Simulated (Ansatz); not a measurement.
`C[SiH](O)[SiH](O)O` + `O[SiH](F)F` → `O[SiH](O)O[SiH](F)F` + `C[SiH2]O`  (cleavage of the Si–Si bond)

Program: Ansatz. Geometries: PBE0-D4/def2-TZVP. ΔE: electronic, gas phase. CCSD(T)/CBS adds triple-zeta CCSD(T) − MP2 to the extrapolated MP2 energy (def2 sets, frozen cores). This one scheme is used for every species. Functionals use def2-TZVPP. Each species was taken in one conformer, which may not be the lowest.

```
              species  r2SCAN energy (Eh)
 `C[SiH](O)[SiH](O)O`          -847.69012
         `O[SiH](F)F`          -565.79393
`O[SiH](O)O[SiH](F)F`         -1007.08903
           `C[SiH2]O`          -406.45334
```

Question: Work out ΔE.

Answer: ΔE = (-1007.08903) + (-406.45334) − (-847.69012) − (-565.79393) = -0.05832 Eh = -153.1 kJ/mol. CCSD(T)/CBS gives -157.1 kJ/mol.

Largest T1 diagnostic among the species: 0.012.

From PBE to PBE0 (25 % exact exchange), in def2-TZVPP and without D4, ΔE moves by −12.4 kJ/mol. In def2-TZVPP, CCSD(T) changes the Hartree–Fock value by +29.7 kJ/mol (the triples alone add +4.5 kJ/mol) and MP2 by +25.1 kJ/mol.
